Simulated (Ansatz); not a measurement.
Consider the cleavage of the Si–Si bond: `F[SiH](Cl)[SiH2]Cl` + `N=CO` → `O/C=N/[SiH2]Cl` + `F[SiH2]Cl`.

Program: Ansatz. Geometries: PBE0-D4/def2-TZVP. ΔE: electronic, gas phase. CBS: MP2 limit from def2 TZ/QZ plus the TZ coupled-cluster correction, frozen cores. This one scheme is used for every species. DFT in def2-TZVPP. B3LYP here is the variant with VWN-RPA as its local correlation; programs differ in this. One conformer a species, not always the lowest.

```
             level  ΔE (kJ/mol)  difference from CCSD(T)/CBS
         r2SCAN-D4        -74.1                          2.5
           PBE0-D4        -64.6                         12.0
          B3LYP-D4        -74.4                          2.2
           ωB97X-V        -74.3                          2.3
           ωB97M-V        -80.5                         -3.9
               PBE        -59.3                         17.3
            r2SCAN        -74.4                          2.2
              PBE0        -65.7                         10.9
             B3LYP        -76.3                          0.3
     HF/def2-TZVPP        -92.8                        -16.2
    MP2/def2-TZVPP        -88.3                        -11.7
SCS-MP2/def2-TZVPP        -87.6                        -11.0
    MP2/def2-QZVPP        -87.8                        -11.2
      HF/CBS(def2)        -93.8                        -17.2
     MP2/CBS(def2)        -86.9                        -10.3
    CCSD/CBS(def2)        -77.6                         -1.0
       CCSD(T)/CBS        -76.6                            0
```

Largest T1 diagnostic among the species: 0.014.

From PBE to PBE0 (25 % exact exchange), in def2-TZVPP and without D4, ΔE moves by −6.3 kJ/mol. In def2-TZVPP, CCSD(T) changes the Hartree–Fock value by +14.9 kJ/mol (the triples alone add +1.0 kJ/mol) and MP2 by +4.6 kJ/mol.

CCSD(T)/CBS has its own doubt, a few kJ/mol and more with outer-core shells, so smaller differences from it don't rank the levels.
